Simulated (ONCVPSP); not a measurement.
# PBEsol ONCV dataset for N (Z = 7), scalar-relativistic all-electron reference.

ONCVPSP 4.0.1 input, shortened (lines: element, Z, core and valence counts, functional; n l f; lmax; l rc ep ncon nbas qcut; lloc lpopt rc5 dvloc0; l nproj debl; icmod fcfact rcfact), PBEsol, scalar-relativistic:

```
  N 7.00    1    2  -116133      upf
    1    0    2.00
    2    0    1.00
    2    1    4.00
    2
    0    0.95    0.00    3    7    8.30
    1    2.25    0.00    3    7    7.50
    2    2.30    0.38    5    8    4.90
    4    5    0.80    0.00
    0    1    2.50
    1    3    2.70
    2    2    0.80
    2    0.40    0.80
```

Poles of the logarithmic derivatives, all-electron (AE) and pseudo (PS). s: poles at no energy (AE) and 4.8 (PS) Ha. p: poles at -0.1, 2.9 (AE) and -0.1, 2.9 (PS) Ha. d: poles at 1.9 (AE) and 1.9, 3.8 (PS) Ha. Test radii: s 0.96, p 2.29, d 2.33 bohr.

- Cutoffs needed: 27 Ha and 36 Ha (the cutoffs (Ha) at which the residual kinetic energy of the hardest occupied pseudo-wave falls to 1 and 0.1 mHa per electron)
- Ghost test: no bound ghost flagged; GHOST(+) flagged for d at 103.8 eV
- Largest excitation error: +860 meV (all-electron minus pseudo) for 2s2 2p1, out of 4 test configurations
- rms error of d²Exc/dni dnj: 1.28 mHa without and 1.25 mHa with the model core
